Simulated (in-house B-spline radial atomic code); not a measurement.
Results of a calculation; reference values are marked as such.
W in an electron gas of r_s = 3.6: phase shifts, screening and friction

A nucleus sits in a uniform electron gas with a rigid positive background. The Kohn-Sham equations are solved self-consistently in the spin-unpolarised LDA (PW92), non-relativistic, on B-splines with outgoing waves at the boundary and partial waves to l = 8. The model has no lattice, no bands and no magnetic solution. Atomic units; δ_l are the phase shifts at the Fermi level, counted so that each bound state adds π, and good to about 0.0005. Heavy atoms are models without relativity. A narrow, partly filled d or f resonance in a thin gas would split by spin, so such rows rest on a solution that is probably unstable.

The density parameter is r_s = 3.6 bohr.

```tsv
l	δ_l (rad)
0	15.7823
1	12.4713
2	8.2621
3	3.1062
4	-0.0021
5	-0.0003
6	-0.0003
7	-0.0004
8	-0.0004
```

Bound levels below the band bottom (hartree): p -14.07, d -8.457, s -1.98, f -1.129, p -1.094 and deeper ones.

(1) Check the Friedel sum rule, and say where the screening charge sits.

(2) Find the transport cross section and the electronic stopping of a 1 keV W ion (mass 183.84 u).

## Answers

(1) k_F = (9π/4)^(1/3)/r_s = 0.53310. The rule is Z = (2/π) Σ (2l + 1) δ_l. The terms are s 10.047, p 23.818, d 26.299, f 13.842 and -0.025 beyond, in all 73.982 against Z = 74. Bound states hold 10 s, 24 p, 20 d and 14 f electrons, so the scattering states carry 5.98 in all; where a term is smaller than its bound count, the bound level has drawn weight out of the band.

(2) σ_tr = (4π/k_F²) Σ (l + 1) sin²(δ_l − δ_(l+1)). The terms for l = 0 to 3 are 0.0284, 1.5349, 2.4476, 0.0044, all together 4.0154, so σ_tr = 44.217 × 4.0154 = 177.550 bohr². With n = 3/(4π r_s³) = 0.005117, the friction coefficient is Q = n k_F σ_tr = 0.4843. For v well below v_F = 0.533, dE/dx = Q v; with 24801 eV per u at v = 1, v = √(1000/(24801 × 183.84)) = 0.0148, so dE/dx = 0.00717 hartree/bohr = 3.69 eV/nm. The largest term couples the d and f waves.
